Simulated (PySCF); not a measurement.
Computed IR spectrum (relative IR intensity) of a molecule C2H4ClNSi. Geometry: PBE0-D3(BJ)/def2-SVP. The values are those of a single conformer. Calculation: PBE0-D3(BJ)/def2-SVP (PySCF). Frequencies are harmonic and unscaled.

Lines under 2 % of the strongest are left out, and lines within 2 cm⁻¹ are merged.

ν (cm⁻¹): 104 (w), 185 (vw), 344 (w), 459 (w), 612 (vs), 638 (w), 719 (m), 744 (s), 824 (vs), 856 (m), 916 (w), 978 (w), 1137 (w), 1180 (vw), 1271 (w), 1416 (vw), 1648 (w), 2233 (vs), 3090 (w), 3170 (w) (against the strongest line: vs over 80 %, s over 45 %, m over 15 %, w over 4 %, vw less)

**Question.** Which structure fits?
(A) C#C[Si@@H](N)Cl
(B) N#CC[SiH2]Cl
(C) Cl[Si@H]1C=NC1

**Answer.** C, Cl[Si@H]1C=NC1
